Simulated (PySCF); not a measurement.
Ba³⁹⁺ (barium, charge +39) across methods

[Ne] 3s2 3p5, 2P determinant. All numbers are calculated (PySCF 2.14, the spin-free X2C one-electron Hamiltonian (Gaussian nucleus), in an even-tempered Gaussian basis (18 s from 6.9 bohr⁻², ratio 2.5; 12 p from 9 bohr⁻², ratio 2.5; 5 d from 40 bohr⁻², ratio 2.7; 4 f from 60 bohr⁻², ratio 2.7)).

```csv
method,E (hartree),mean ε 3s β (eV),mean ε 3p α (eV),mean ε 3p β (eV),Σ⟨r²⟩ (bohr²),⟨S²⟩
UHF,-6854.64267,-3123.6,-2939.2,-2929.9,0.6464,0.751
r2SCAN,-6855.78,-3076.7,-2900.6,-2892.1,0.6460,0.750
LDA,-6848.62,-3069.1,-2895.0,-2887.6,0.6462,0.750
PBE0,-6855.51,-3085.0,-2907.6,-2899.8,0.6459,0.750
PBE,-6855.54,-3071.4,-2896.5,-2889.1,0.6458,0.750
PBEsol,-6852.41,-3070.3,-2895.7,-2888.2,0.6458,0.750
```

Q: Estimate the same row for MN15.

A: E (hartree) = -6862.41; mean ε 3s β (eV) = -3073.1; mean ε 3p α (eV) = -2904.6; mean ε 3p β (eV) = -2900.6; Σ⟨r²⟩ (bohr²) = 0.6433; ⟨S²⟩ = 0.750.

Spin-orbit coupling, absent here, splits the open shell strongly.
